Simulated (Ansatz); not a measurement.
```yaml
crystal:
  periodic: [false, false, false]
  atoms:
    - {symbol: F, position_ang: [0.324402, 3.212252, 0.241660]}
    - {symbol: C, position_ang: [0.523753, 1.893812, 0.580495]}
    - {symbol: C, position_ang: [0.489473, 1.047356, -0.664844]}
    - {symbol: F, position_ang: [1.625674, 1.257451, -1.413229]}
    - {symbol: C, position_ang: [0.409853, -0.435712, -0.362550]}
    - {symbol: F, position_ang: [1.397232, -0.793787, 0.524776]}
    - {symbol: O, position_ang: [-0.830404, -0.682966, 0.204621]}
    - {symbol: C, position_ang: [-1.185145, -2.005902, 0.288269]}
    - {symbol: F, position_ang: [-2.299281, -2.054672, 1.013354]}
    - {symbol: F, position_ang: [-1.461641, -2.489704, -0.941880]}
    - {symbol: H, position_ang: [1.494422, 1.802543, 1.072602]}
    - {symbol: H, position_ang: [-0.270947, 1.582520, 1.263494]}
    - {symbol: H, position_ang: [-0.376558, 1.320654, -1.275845]}
    - {symbol: H, position_ang: [0.569730, -1.022559, -1.272428]}
    - {symbol: H, position_ang: [-0.410554, -2.631266, 0.741505]}
basis:
  gaussian: {orbitals: LANL2DZ}
magnetization: {spin_polarized: true, initial_magnetization: 2}
hamiltonian: {xc: {name: r2SCAN}, dispersion: d3bj}
accuracy: high
```

```sh
$ ansatz run in.yaml --threads 4 --pin off --events-out ev --progress --plain --max-ram 66560MiB --backend cpu
```

Shortened log:

```
Error: <dir> can't be read: No such file or directory (os error 2)
```
